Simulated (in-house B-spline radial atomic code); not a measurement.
Nb³⁸⁺. Computed with a B-spline radial atomic code. Model: all-electron spherical atom, spin shells full or empty, radial basis limit, no spin-orbit coupling: exact exchange with a local potential (Slater, KLI or optimised effective potential, whose far tail is KLI's), no correlation.

Empty minority-spin level lies below the highest occupied level: each spin potential is zero at infinity, spin occupations fixed.

The run also made RPA and GW results, which its time includes.

The Slater potential averages the orbital exchange potentials with the orbital densities as weights, KLI adds orbital constants, and the optimised effective potential minimises the exact-exchange energy among local potentials. So their energies lie above Hartree-Fock in the order OEP, KLI, Slater. All fall off as −1/r, unlike LDA and GGA exchange.

Command:
```bash
python run_gw.py task.json out
```
Settings (lengths in bohr, energies in hartree):
```
Z                      41
electrons              3
configuration          [He] 2s1
hamiltonian            nr
method                 kli
lmax                   9
spin_polarised         True
box_radius             2.56
intervals              62
ion_configuration      1s2
```

Time taken, with all properties: 0.9 s on 1 thread of Intel(R) Xeon(R) 6975P-C (Granite Rapids), with other jobs on the host.

Given: hamiltonian non-relativistic; mean-field start exchange-only KLI.

Computed: energy above Hartree-Fock 0.64477 millihartree; virial ratio -E/T less 1 -0.00028.

| radius (bohr) | r times exchange potential up (hartree bohr) | r times exchange potential down (hartree bohr) |
| --- | --- | --- |
| 0.00122 | -0.045881 | -0.04953 |
| 0.00143 | -0.053741 | -0.058022 |
| 0.00168 | -0.063076 | -0.068111 |
| 0.00198 | -0.074241 | -0.080185 |
| 0.00232 | -0.086841 | -0.093821 |
| 0.00273 | -0.10194 | -0.11018 |
| 0.0032 | -0.11912 | -0.12881 |
| 0.00376 | -0.13937 | -0.15082 |
| 0.00441 | -0.16254 | -0.17607 |
| 0.00518 | -0.18949 | -0.20553 |
| 0.00609 | -0.22055 | -0.23963 |
| 0.00715 | -0.25556 | -0.27831 |
| 0.0084 | -0.29512 | -0.32237 |
| 0.00987 | -0.3391 | -0.37188 |
| 0.0116 | -0.38722 | -0.42686 |
| 0.0136 | -0.43785 | -0.48589 |
| 0.016 | -0.49159 | -0.55036 |
| 0.0188 | -0.54498 | -0.61709 |
| 0.022 | ? | ? |
| 0.0259 | -0.64025 | -0.74958 |
| 0.0304 | -0.67552 | -0.81066 |
| 0.0357 | -0.69712 | -0.86492 |
| 0.0419 | -0.69985 | -0.90986 |
| 0.0493 | -0.6767 | -0.94498 |
| 0.0579 | -0.62244 | -0.96937 |
| 0.0679 | -0.55468 | -0.98471 |
| 0.0798 | -0.54289 | -0.9934 |
| 0.0937 | -0.62137 | -0.99757 |
| 0.11 | -0.72897 | -0.99926 |
| 0.129 | -0.82286 | -0.99982 |
| 0.152 | -0.89671 | -0.99997 |
| 0.178 | ? | ? |
| 0.209 | -0.97599 | -1 |
| 0.246 | -0.99143 | -1 |
| 0.289 | -0.99757 | -1 |
| 0.339 | -0.99948 | -1 |
| 0.398 | -0.99992 | -1 |

(1) What belongs in the row 0.022?

(2) What belongs in the row 0.178?

```tsv
occupied	level (hartree)	Hartree-Fock level (hartree)
1s up	-802.1	-807.56
1s down	-806.7	-806.7
2s up	-194.06	-194.06
```

```json
{"empty": "2s down", "level (hartree)": "-195.59"}
{"empty": "2p down", "level (hartree)": "?"}
{"empty": "2p up", "level (hartree)": "-191.23"}
{"empty": "3s down", "level (hartree)": "?"}
{"empty": "3s up", "level (hartree)": "-85.632"}
{"empty": "3p down", "level (hartree)": "-85.401"}
{"empty": "3p up", "level (hartree)": "-84.87"}
{"empty": "3d down", "level (hartree)": "-84.786"}
{"empty": "3d up", "level (hartree)": "-84.497"}
{"empty": "4s down", "level (hartree)": "-48.149"}
{"empty": "4s up", "level (hartree)": "-48.004"}
{"empty": "4p down", "level (hartree)": "-47.896"}
{"empty": "4p up", "level (hartree)": "-47.692"}
{"empty": "4d down", "level (hartree)": "-47.662"}
```

(3) What belongs in the row 2p down?

(4) What belongs in the row 3s down?

## Answers

(1) r times exchange potential up (hartree bohr): -0.59457; r times exchange potential down (hartree bohr): -0.6829.

(2) r times exchange potential up (hartree bohr): -0.94578; r times exchange potential down (hartree bohr): -1.

(3) level (hartree): -193.82.

(4) level (hartree): -85.995.

The highest level, 2s up, differs from Hartree-Fock by +0.0096 eV and the deepest, 1s down, by +0.166 eV: a local potential can match the highest level but can't give each shell its own exchange.
